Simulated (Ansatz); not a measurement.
Reaction (ligand exchange at the In–Br bond): `O[CH2][InH][Br]` + HI → `O[CH2][InH][I]` + HBr

Program: Ansatz. Geometries: PBE0-D4/def2-TZVP. ΔE: electronic, gas phase. CCSD(T)/CBS is the MP2 limit (def2-TZVPP, def2-QZVPP) plus CCSD(T) − MP2 in def2-TZVPP, frozen cores. DFT in def2-TZVPP. HSE06 is defined as in plane-wave codes. Elements past krypton have def2 core potentials. For Br, I, In outer-core shells are correlated without core-valence functions, which leaves a few kJ/mol of doubt a bond. Scalar relativity is left out up to krypton. Each species was taken in one conformer, which may not be the lowest.

`O[CH2][InH][Br]`:

Cartesian coordinates in Å:
```
O -0.362 -0.741 -1.444
C -0.631 -0.789 -0.070
In 0.184 0.950 0.942
Br 2.120 1.494 -0.585
H 0.542 -0.432 -1.582
H -0.212 -1.683 0.412
H -1.714 -0.819 0.062
H 0.072 2.020 2.265
```

HI:

Z-matrix (Å, degrees):
```
I
H 1 1.610
```

`O[CH2][InH][I]`:

Cartesian coordinates in Å:
```
O -0.772 -0.173 -1.477
C -0.919 0.394 -0.205
In 0.929 0.296 0.940
I 2.127 -1.908 -0.092
H -0.279 -1.000 -1.405
H -1.703 -0.096 0.388
H -1.207 1.438 -0.335
H 1.825 1.049 2.185
```

HBr:

Z-matrix (Å, degrees):
```
Br
H 1 1.420
```

```csv
level,ΔE (kJ/mol),difference from CCSD(T)/CBS
LDA (SPW92),-8.4,2.4
r2SCAN-D4,-6.9,3.9
PBE0-D4,-9.3,1.5
CAM-B3LYP-D4,-5.0,5.8
HSE06,-8.5,2.3
BHLYP,-5.3,5.5
RPA@PBE/def2-TZVPP,-4.5,6.3
MP2/def2-SVP,-11.0,-0.2
MP2/def2-QZVPP,-14.1,-3.3
SCS-MP2/def2-QZVPP,-11.1,-0.3
CCSD(T)/CBS,-10.8,0
```

(1) What do rigid-rotor, harmonic-oscillator terms from PBE0-D4/def2-TZVP frequencies (298.15 K, 1 bar) make of the CCSD(T)/CBS value? (Estimate.)

Largest T1 diagnostic among the species: 0.012.

Results:

(1) The calculation gave: ΔZPE = +1.1 kJ/mol, ΔH = -9.3 kJ/mol, ΔS = 1 J/(mol·K), ΔG = -9.5 kJ/mol.

Leaving LDA and LC-ωPBE aside and taking each functional with its dispersion term where it has one, the values, not all of them listed here, spread over 7.7 kJ/mol, from PBE-QIDH to B97M-V.

CCSD(T)/CBS has its own doubt, a few kJ/mol and more with outer-core shells, so smaller differences from it don't rank the levels.
